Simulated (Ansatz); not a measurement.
Geometry optimisation, Ansatz 0.2.0, RKS LDA/def2-SVP.

Input:

```yaml
crystal:
  periodic: [false, false, false]
  atoms:
    - { symbol: Zn, position_ang: [0.289055, 0.0, 0.120269] }
    - { symbol: Cl, position_ang: [0.513691, 0.0, 2.297858] }
    - { symbol: Cl, position_ang: [0.146026, 0.0, -1.937498] }
    - { symbol: H, position_ang: [-2.397651, 0.0, 0.776171] }
    - { symbol: H, position_ang: [-1.836021, 0.0, 1.2466] }
basis:
  gaussian: { orbitals: def2-SVP }
hamiltonian:
  xc: lda
relax:
  f_tol: 0.03
  max_steps: 50
```

Run as:

```bash
$ ansatz run input.yaml --threads 1 --pin off --max-ram 2048MiB --backend cpu --events-out ev --progress --plain --runs-dir out
```

Question: Where does it end, and by what steps?

Answer: The run converged. After 6 steps the energy has fallen by 0.206 eV; H4 moved furthest, 0.48 Å.

```tsv
step	energy less start (eV)	largest force component (eV/Å)	accepted
0	0.0000	1.551	yes
1	-0.1606	0.551	yes
2	-0.1728	0.948	yes
3	-0.2009	0.213	yes
4	-0.2040	0.047	yes
5	-0.2041	0.096	yes
6	-0.2060	0.002	yes
```

```xyz
5
Properties=species:S:1:pos:R:3
Zn 0.147 0.000 0.330
Cl 0.725 0.000 2.325
Cl -0.136 0.000 -1.728
H -2.092 0.000 0.401
H -1.928 0.000 1.175
```

Whether the end is a true minimum wasn't checked by a vibrational analysis.

Time of the run: 11 s on 1 thread of Arm Neoverse V1 (shared host), peak memory 0.14 GiB.
